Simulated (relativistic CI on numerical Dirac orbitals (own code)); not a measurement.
**Ni2+ in a cubic cluster: 3s photoemission with charge transfer**

Computed with a charge-transfer multiplet model of a cubic metal-ligand cluster with up to 2 ligand holes, Slater and spin-orbit integrals from Dirac-Coulomb-Breit ions, Slater integrals scaled by 0.7. The ground state mixes d8 with configurations of k ligand holes L, whose averages lie at kΔ + k(k − 1)U_dd/2; a core hole lowers each added d electron by U_cd. 20 K, Lorentzian 1.4 eV and Gaussian 0.8 eV FWHM.

Atomic integrals in eV (Slater integrals scaled, ζ unscaled), ground: F2dd 8.519, F4dd 5.287, zeta_d 0.080; with the core hole: F2dd 9.319, F4dd 5.820, zeta_d 0.091, G2cd 9.423.

Cluster parameters (eV): Δ = 5, U_dd = 7.7, 10Dq = 1.25, 10Dq(ligand) = 1.1, V(eg) = 1.75, V(t2g) = -0.77, final-state hopping factor = 0.9.

Weights, n_d and S are thermal averages at 20 K. Binding energies count from the first peak over 30 % of the highest in each spectrum, which can be another peak from case to case. The parameters are a model scan and need not match a compound or its usual spin state. Peaks in eV (height, largest 100): 0.0 (100), 4.7 (88), 7.6 (33), 10.6 (41).

(1) Which parameters give this spectrum?
A. U_cd = 7.9 eV
B. U_cd = 8.5 eV
C. U_cd = 11.5 eV
D. U_cd = 9.7 eV
E. U_cd = 9.1 eV

Results:

(1) E. U_cd = 9.1 eV; the ground state then has 8.12 d electrons and S = 1.00. The choice follows from running the model for each set and comparing peak positions and heights. Without intra-shell correlation the exchange splitting of the 3s hole comes out too large.
